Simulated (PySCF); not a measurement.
PySCF input (HF/def2-TZVPD):

```python
from pyscf import gto, scf, dft

mol = gto.M(
    atom='''
    Ge    0.00296084    0.00052946    0.43654162
    F     1.34367754   -0.80431189   -0.52554518
    F     0.01888352    1.56793281   -0.51943698
    F    -1.37308847   -0.76550346   -0.50716583
    ''',
    basis='def2-tzvpd',
    charge=-1,
    spin=0,
    verbose=4,
)

mf = scf.RHF(mol).density_fit(auxbasis='def2-universal-jkfit')
mf.conv_tol = 1e-9
mf.max_cycle = 100
mf.max_memory = 1500
mf.kernel()
if not mf.converged:
    mf = mf.newton()
    mf.kernel(mf.make_rdm1())
mf.analyze()
```

Output:

```
PySCF version 2.14.0

[INPUT] verbose = 4
[INPUT] num. atoms = 4
[INPUT] num. electrons = 60
[INPUT] charge = -1
[INPUT] spin (= nelec alpha-beta = 2S) = 0
[INPUT] symmetry False subgroup None
[INPUT] Mole.unit = angstrom
[INPUT] Symbol           X                Y                Z      unit          X                Y                Z       unit  Magmom
[INPUT]  1 Ge     0.002960840000   0.000529460000   0.436541620000 AA    0.005595176699   0.001000534394   0.824944103774 Bohr   0.0
[INPUT]  2 F      1.343677540000  -0.804311890000  -0.525545180000 AA    2.539182550329  -1.519929190831  -0.993136456285 Bohr   0.0
[INPUT]  3 F      0.018883520000   1.567932810000  -0.519436980000 AA    0.035684681068   2.962963592620  -0.981593631171 Bohr   0.0
[INPUT]  4 F     -1.373088470000  -0.765503460000  -0.507165830000 AA   -2.594761153098  -1.446591886807  -0.958404518438 Bohr   0.0

nuclear repulsion = 296.350475842493
number of shells = 60
number of NR pGTOs = 271
number of NR cGTOs = 174
basis = def2-tzvpd
ecp = {}

******** <class 'pyscf.df.df_jk.DFRHF'> ********
method = DFRHF
initial guess = minao
damping factor = 0
level_shift factor = 0
DIIS = <class 'pyscf.scf.diis.CDIIS'>
diis_start_cycle = 1
diis_space = 8
diis_damp = 0
SCF conv_tol = 1e-09
SCF conv_tol_grad = None
SCF max_cycles = 100
direct_scf = False
Set gradient conv threshold to 3.16228e-05
Initial guess from minao.
******** <class 'pyscf.df.df.DF'> ********
auxbasis = def2-universal-jkfit
init E= -2372.77853316694
  HOMO = -0.289004444603641  LUMO = 0.0517932985436364  gap/eV = 9.27358
cycle= 1 E= -2373.83932798256  delta_E= -1.06  |g|= 0.941  |ddm|= 1.46
  HOMO = -0.154437091713724  LUMO = 0.212946683667203  gap/eV = 9.99702
cycle= 2 E= -2373.92303604445  delta_E= -0.0837  |g|= 0.76  |ddm|= 0.841
  HOMO = -0.171011162964369  LUMO = 0.217254202376446  gap/eV = 10.56524
cycle= 3 E= -2373.99695093084  delta_E= -0.0739  |g|= 0.0465  |ddm|= 0.291
  HOMO = -0.169373091565696  LUMO = 0.217881998254559  gap/eV = 10.53775
cycle= 4 E= -2373.99844830974  delta_E= -0.0015  |g|= 0.0152  |ddm|= 0.148
  HOMO = -0.169531336336263  LUMO = 0.21779648452536  gap/eV = 10.53973
cycle= 5 E= -2373.99859482856  delta_E= -0.000147  |g|= 0.00641  |ddm|= 0.051
  HOMO = -0.169384608510484  LUMO = 0.217765897709262  gap/eV = 10.53490
cycle= 6 E= -2373.99861420448  delta_E= -1.94e-05  |g|= 0.00203  |ddm|= 0.0184
  HOMO = -0.168960946595831  LUMO = 0.21777569207384  gap/eV = 10.52364
cycle= 7 E= -2373.99861712942  delta_E= -2.92e-06  |g|= 0.000514  |ddm|= 0.00796
  HOMO = -0.168955650328613  LUMO = 0.217775164880814  gap/eV = 10.52348
cycle= 8 E= -2373.99861726846  delta_E= -1.39e-07  |g|= 8.77e-05  |ddm|= 0.0015
  HOMO = -0.168947776367425  LUMO = 0.217775748261629  gap/eV = 10.52328
cycle= 9 E= -2373.99861727298  delta_E= -4.52e-09  |g|= 1.56e-05  |ddm|= 0.000292
  HOMO = -0.168948438495583  LUMO = 0.217775782130056  gap/eV = 10.52330
cycle= 10 E= -2373.99861727313  delta_E= -1.51e-10  |g|= 3.74e-06  |ddm|= 5.33e-05
[...]
  HOMO = -0.168948062951813  LUMO = 0.217775819873744  gap/eV = 10.52329
Extra cycle  E= -2373.99861727314  delta_E= -9.09e-12  |g|= 1.42e-06  |ddm|= 7.82e-06
converged SCF energy = -2373.99861727314
**** SCF Summaries ****
Total Energy =                       -2373.998617273138734
Nuclear Repulsion Energy =             296.350475842493495
One-electron Energy =                -3919.682538385787211
Two-electron Energy =                 1249.333445270155380
Two-electron Coulomb Energy =         1357.431160360395552
DFT Exchange-Correlation Energy =     -108.097715090240172
HOMO-LUMO gap [eV] =                    10.523292858719490
**** MO energy ****
MO #1   energy= -405.06515415076   occ= 2
MO #2   energy= -51.9664887169465  occ= 2
MO #3   energy= -46.0540477119863  occ= 2
MO #4   energy= -46.0540477119805  occ= 2
MO #5   energy= -46.053061350721   occ= 2
MO #6   energy= -26.040898361983   occ= 2
MO #7   energy= -26.0408983615606  occ= 2
MO #8   energy= -26.0408880070499  occ= 2
MO #9   energy= -7.01084247921968  occ= 2
MO #10  energy= -4.98513485139141  occ= 2
MO #11  energy= -4.98513485138457  occ= 2
MO #12  energy= -4.98145633026147  occ= 2
MO #13  energy= -1.47061408838258  occ= 2
MO #14  energy= -1.47061408824331  occ= 2
MO #15  energy= -1.45791174880014  occ= 2
MO #16  energy= -1.45791174877131  occ= 2
MO #17  energy= -1.45434244694901  occ= 2
MO #18  energy= -1.32878814431384  occ= 2
MO #19  energy= -1.30049608072348  occ= 2
MO #20  energy= -1.30049608026355  occ= 2
MO #21  energy= -0.53780815956371  occ= 2
MO #22  energy= -0.440860722389705 occ= 2
MO #23  energy= -0.440860722251765 occ= 2
MO #24  energy= -0.42783034206193  occ= 2
MO #25  energy= -0.408998921159651 occ= 2
MO #26  energy= -0.408998921043856 occ= 2
MO #27  energy= -0.385542195460701 occ= 2
MO #28  energy= -0.385542195198401 occ= 2
MO #29  energy= -0.383199361652762 occ= 2
MO #30  energy= -0.168948062951813 occ= 2
MO #31  energy= 0.217775819873744  occ= 0
MO #32  energy= 0.23847711021962   occ= 0
MO #33  energy= 0.238477110282261  occ= 0
MO #34  energy= 0.258992082140078  occ= 0
MO #35  energy= 0.271752488266795  occ= 0
MO #36  energy= 0.271752488284196  occ= 0
MO #37  energy= 0.331083749480616  occ= 0
MO #38  energy= 0.331312843037674  occ= 0
MO #39  energy= 0.331312843116638  occ= 0
MO #40  energy= 0.358962929019885  occ= 0
MO #41  energy= 0.362711029844143  occ= 0
MO #42  energy= 0.362711029883042  occ= 0
MO #43  energy= 0.37358970891928   occ= 0
MO #44  energy= 0.373589708950382  occ= 0
MO #45  energy= 0.379702129544184  occ= 0
MO #46  energy= 0.413755158966141  occ= 0
MO #47  energy= 0.413755159180445  occ= 0
MO #48  energy= 0.472792760893178  occ= 0
MO #49  energy= 0.542952655046282  occ= 0
MO #50  energy= 0.583275249898074  occ= 0
MO #51  energy= 0.583275250030546  occ= 0
MO #52  energy= 0.686673076419156  occ= 0
MO #53  energy= 0.700315001426415  occ= 0
MO #54  energy= 0.700315001520506  occ= 0
MO #55  energy= 0.727615477225154  occ= 0
MO #56  energy= 0.733617100167338  occ= 0
MO #57  energy= 0.733617100217033  occ= 0
MO #58  energy= 0.7387227458657    occ= 0
MO #59  energy= 0.799028963047281  occ= 0
MO #60  energy= 0.813674747884518  occ= 0
MO #61  energy= 0.813674748281671  occ= 0
MO #62  energy= 0.858750352998504  occ= 0
MO #63  energy= 0.858750353186102  occ= 0
MO #64  energy= 0.904856946221665  occ= 0
MO #65  energy= 0.933160114779161  occ= 0
MO #66  energy= 0.933160115261951  occ= 0
MO #67  energy= 0.942077139193102  occ= 0
MO #68  energy= 0.94207713937369   occ= 0
MO #69  energy= 0.97563646501681   occ= 0
MO #70  energy= 0.975636465167683  occ= 0
MO #71  energy= 0.985356722502908  occ= 0
MO #72  energy= 0.999015293795456  occ= 0
MO #73  energy= 1.08575306499548   occ= 0
MO #74  energy= 1.08575306520378   occ= 0
MO #75  energy= 1.11402089249291   occ= 0
MO #76  energy= 1.22910056127801   occ= 0
MO #77  energy= 1.22910056175598   occ= 0
MO #78  energy= 1.36345325200952   occ= 0
MO #79  energy= 1.3785390171678    occ= 0
MO #80  energy= 1.40665983829149   occ= 0
MO #81  energy= 1.40665983905443   occ= 0
MO #82  energy= 1.43388794432521   occ= 0
MO #83  energy= 1.45407525737633   occ= 0
MO #84  energy= 1.45407525751085   occ= 0
MO #85  energy= 1.50420252074708   occ= 0
MO #86  energy= 1.50420252090427   occ= 0
MO #87  energy= 1.53051781809082   occ= 0
MO #88  energy= 1.54188168110928   occ= 0
MO #89  energy= 1.54188168172377   occ= 0
MO #90  energy= 1.58866282847288   occ= 0
MO #91  energy= 1.63139760922344   occ= 0
MO #92  energy= 1.7114443754795    occ= 0
MO #93  energy= 1.71144437616082   occ= 0
MO #94  energy= 1.77411899300312   occ= 0
MO #95  energy= 1.78045592117079   occ= 0
MO #96  energy= 1.78045592147532   occ= 0
MO #97  energy= 1.89814715310343   occ= 0
MO #98  energy= 1.91040563071173   occ= 0
MO #99  energy= 1.91040563219875   occ= 0
MO #100 energy= 2.77106076092668   occ= 0
MO #101 energy= 2.80562150301195   occ= 0
MO #102 energy= 2.80562150311248   occ= 0
MO #103 energy= 2.81116828554729   occ= 0
MO #104 energy= 2.81116828581791   occ= 0
MO #105 energy= 2.81819147091335   occ= 0
MO #106 energy= 2.87628342268298   occ= 0
MO #107 energy= 2.87628342350841   occ= 0
MO #108 energy= 2.87898687893634   occ= 0
[...]
```
